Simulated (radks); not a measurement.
Values are calculated unless marked as measured or tabulated.
Valence configurations of Sn3+ (all share [Kr]). Code: a radial shooting solver on a logarithmic mesh with Libxc functionals. Model: scalar-relativistic Kohn-Sham, r2SCAN, spin-polarised, spherical densities, finite nucleus; open shells are filled with parallel spins first (spin-orbit coupling, left out, can overturn this in heavy ions); meta-GGA in the generalised Kohn-Sham scheme; Fermi nuclear charge, rms radius 4.6519 fm. Energies are relative to 4d10 5s1; eigenvalues in eV for spin up.

\begin{tabular}{lrrrrr}
valence & E (eV) & moment (Bohr magnetons) & e(4d) & e(5p) & e(5s) \\ \hline
4d10 5s1 & 0.000 & 1 & -55.900 & - & -36.675 \\
4d10 5s0.5 5p0.5 & 4.780 & 1 & -56.534 & -27.380 & -36.819 \\
4d10 5p1 & 9.473 & 1 & -57.160 & -27.752 & - \\
4d9.5 5s1.5 & 10.762 & 1 & -58.785 & - & -37.532 \\
4d9 5s2 & 21.823 & 1 & -61.674 & - & -38.320 \\
4d9 5s1 5p1 & 29.810 & 3 & -63.013 & -30.172 & -40.436 \\
4d8 5s2 5p1 & 55.410 & 3 & -68.890 & -31.311 & -42.030 \\
4d8 5s1.5 5p1.5 & 59.340 & 4 & -69.498 & -32.134 & -42.942 \\
4d7 5s1 5p3 & 97.795 & 7 & -77.010 & -35.155 & -46.662 \\
4d6 5s1 5p4 & 141.98 & 7 & -84.294 & -36.966 & -49.096 \\
\end{tabular}

NIST lists [Kr] 4d10 5s1 as the ground configuration; this level of theory agrees among the configurations tried. The energies are those of spherical high-spin densities, not of single terms.
